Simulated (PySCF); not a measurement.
**Electron correlation in Cu²⁺ (copper, charge +2)**

[Ar] 3d9, 2D determinant. Computed with PySCF 2.14 in x2c-TZVPPall (6s5p4d2f1g, 64 functions), with scalar relativity by spin-free X2C-1e. Frozen: [Ar]; 9 electrons correlated.

```
  level  correlation energy (mhartree)
   CCSD                        -301.40
    (T)                          -6.36
CCSD(T)                        -307.76
```

Diagnostics: T1 = 0.0072, D1 = 0.0108, largest double amplitude 0.016.

Cost of the coupled-cluster step: roughly 9 core-seconds, for 9 correlated electrons.
